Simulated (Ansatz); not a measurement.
`C[B]([InH2])CF` from Hartree–Fock to CCSD(T)

```xyz
12

C     1.3932   -0.9545   -0.3616
B     0.1156   -0.1175   -0.0461
In   -0.4136    1.9878   -0.6708
C    -0.9935   -0.7285    0.8604
F    -2.0543    0.1551    1.1155
H     2.2150   -0.5104    0.2189
H     1.7105   -0.8735   -1.4046
H     1.3372   -2.0130   -0.0887
H     0.0411    3.3873    0.2467
H    -1.3408    2.3399   -2.0933
H    -1.4205   -1.6268    0.3914
H    -0.5900   -1.0457    1.8323
```

Total charge 0; spin multiplicity 1. Correlated methods include outer-core shells of In, which these sets cover unevenly. In: def2 effective core potential. Geometry: relaxed with PBE0-D4/def2-TZVP. It is one conformer, not always the lowest. Frozen core, restricted reference, the Gaussian-basis code of Ansatz.

```csv
basis,HF (Eh),MP2 corr.,CCSD corr.,(T),CCSD(T) total
def2-SVP,?,-0.63685,?,?,?
def2-TZVPP,?,-0.98830,-1.02750,-0.03435,?
def2-QZVPP,-393.19201,-1.22866,–,–,–
```

Fill in the withheld values. (Estimate.)

Computed: def2-SVP HF (Eh): -392.93647; def2-SVP CCSD corr.: -0.69638; def2-SVP (T): -0.01826; def2-SVP CCSD(T) total: -393.65111; def2-TZVPP HF (Eh): -393.18163; def2-TZVPP CCSD(T) total: -394.24348.
